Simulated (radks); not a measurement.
All-electron atom: Ta in [Xe] 4f14 5d3 6s2. All-electron calculation, scalar-relativistic Kohn-Sham, BLYP, spin-polarised, spherical densities, finite nucleus; open shells are filled with parallel spins first (spin-orbit coupling, left out, can overturn this in heavy ions); Fermi nuclear charge, rms radius 5.3507 fm. Program: a radial shooting solver on a logarithmic mesh with Libxc functionals. Some entries of the table are withheld. Estimate them.

| orbital | occ. | eigenvalue (eV) | <r^2> (bohr^2) |
|---|---|---|---|
| 1s down | 1 | -67353.25 | 0.0004788 |
| 1s up | 1 | -67353.25 | 0.0004788 |
| 2s up | 1 | -11572.47 | 0.007376 |
| 2s down | 1 | -11572.36 | 0.007376 |
| 2p up | 3 | -10144.13 | 0.006083 |
| 2p down | 3 | -10144.05 | 0.006083 |
| 3s up | 1 | -2650.484 | 0.04796 |
| 3s down | 1 | -2650.463 | 0.04796 |
| 3p up | 3 | -2225.496 | 0.04865 |
| 3p down | 3 | -2225.470 | 0.04865 |
| 3d up | 5 | -1728.831 | 0.04038 |
| 3d down | 5 | -1728.770 | 0.04038 |
| 4s up | 1 | -539.7820 | 0.2377 |
| 4s down | 1 | -539.6994 | 0.2377 |
| 4p up | 3 | -400.3179 | 0.2706 |
| 4p down | 3 | -400.2411 | 0.2706 |
| 4d up | 5 | -221.6503 | 0.3175 |
| 4d down | 5 | -221.5569 | 0.3172 |
| 5s up | 1 | -72.9768 | 1.368 |
| 5s down | 1 | -72.0169 | 1.356 |
| 5p up | 3 | -39.5606 | 1.917 |
| 5p down | 3 | -38.2836 | 1.898 |
| 4f up | 7 | (1) | (2) |
| 4f down | 7 | (3) | (4) |
| 6s up | 1 | -5.6278 | (5) |
| 6s down | 1 | -4.7479 | (6) |
| 5d up | 3 | -3.9430 | 6.066 |
| 5d down | 0 | -2.5552 | 7.127 |

Answer. 
(1) 4f up eigenvalue (eV): -24.2936
(2) 4f up <r^2> (bohr^2): 0.5260
(3) 4f down eigenvalue (eV): -24.0548
(4) 4f down <r^2> (bohr^2): 0.5176
(5) 6s up <r^2> (bohr^2): 12.06
(6) 6s down <r^2> (bohr^2): 13.36
